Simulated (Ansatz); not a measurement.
Reaction (formal exchange of groups at a Ga–S bond): `[F][Ga]([SH])[Cl]` + `C#C` → `C#[C][Ga]([F])[Cl]` + H₂S

Gas-phase electronic energies from Ansatz, PBE0-D4/def2-TZVP geometries. CCSD(T)/CBS adds triple-zeta CCSD(T) − MP2 to the extrapolated MP2 energy (def2 sets, frozen cores). This one scheme is used for every species. Functionals use def2-TZVPP. HSE06 is defined as in plane-wave codes. For Ga outer-core shells are correlated without core-valence functions, which leaves a few kJ/mol of doubt a bond. Scalar relativity is left out up to krypton. One conformer a species, not always the lowest.

Question: Is it downhill or uphill in electronic energy at CCSD(T)/CBS, and by how much? (An estimate is asked.)

Answer: The calculation gave: Uphill: ΔE = +12.7 kcal/mol.

Question: What do these levels give: B97M-V, HSE06-D4, ωB97X-V, PBE0, HF/def2-SVP, HF/CBS(def2)? (Estimate.)

Answer: Computed: B97M-V 13.5, HSE06-D4 13.9, ωB97X-V 12.8, PBE0 13.8, HF/def2-SVP 12.1, HF/CBS(def2) 12.1 kcal/mol.

Largest T1 diagnostic among the species: 0.014.

Leaving LDA and LC-ωPBE aside and taking each functional with its dispersion term where it has one, the values, not all of them listed here, spread over 1.3 kcal/mol, from B2PLYP to PBE-D4.
